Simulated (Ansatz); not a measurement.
Relaxation of ClH₄O₄Ti (10 atoms, charge 0, multiplicity 2), to a largest force component of 0.03 eV/Å in at most 50 steps.

All numbers below come from Ansatz 0.2.0, UHF/def2-SVP.

```xyz
10
Properties=species:S:1:pos:R:3
Ti -0.293 -0.237 -0.454
Cl 0.732 0.095 2.948
O 1.499 -0.238 -0.130
H 2.427 -0.377 -0.082
O -1.161 1.315 -0.783
H -1.663 2.100 -0.903
O -1.196 -1.805 -0.493
H -1.701 -2.595 -0.518
O -0.135 0.091 4.331
H -0.114 -0.799 4.658
```

Problem. Where does it end, and by what steps?

Solution. The forces met the threshold. The force dipped under the threshold on the way, but the program's further checks kept it going. After 18 steps the energy has fallen by 0.033 eV; H6 moved furthest, 0.38 Å.

| step | energy less start (eV) | largest force component (eV/Å) | accepted |
| --- | --- | --- | --- |
| 0 | 0.0000 | 0.987 | yes |
| 1 | 0.0088 | 1.052 | no |
| 2 | -0.0204 | 0.374 | yes |
| 3 | -0.0236 | 0.170 | yes |
| 4 | 0.0146 | 1.408 | no |
| 5 | -0.0269 | 0.178 | yes |
| 6 | -0.0299 | 0.046 | yes |
| 7 | -0.0305 | 0.007 | yes |
| 8 | -0.0309 | 0.030 | yes |
| 9 | -0.0306 | 0.119 | no |
| 10 | -0.0314 | 0.040 | yes |
| 11 | -0.0317 | 0.067 | yes |
| 12 | -0.0318 | 0.071 | yes |
| 13 | -0.0323 | 0.102 | yes |
| 14 | -0.0323 | 0.107 | no |
| 15 | -0.0326 | 0.070 | yes |
| 16 | -0.0327 | 0.042 | yes |
| 17 | -0.0328 | 0.041 | yes |
| 18 | -0.0328 | 0.008 | yes |

```xyz
10
Properties=species:S:1:pos:R:3
Ti -0.379 -0.228 -0.460
Cl 0.693 -0.072 2.923
O 1.363 -0.215 0.077
H 2.295 -0.152 0.176
O -1.168 1.305 -1.000
H -1.575 2.105 -1.275
O -1.280 -1.793 -0.543
H -1.765 -2.593 -0.618
O 0.114 0.042 4.484
H 0.094 -0.848 4.812
```

Run time: 42 s on 4 threads of Intel(R) Xeon(R) 6975P-C (Granite Rapids) (shared host), peak memory 0.66 GiB.
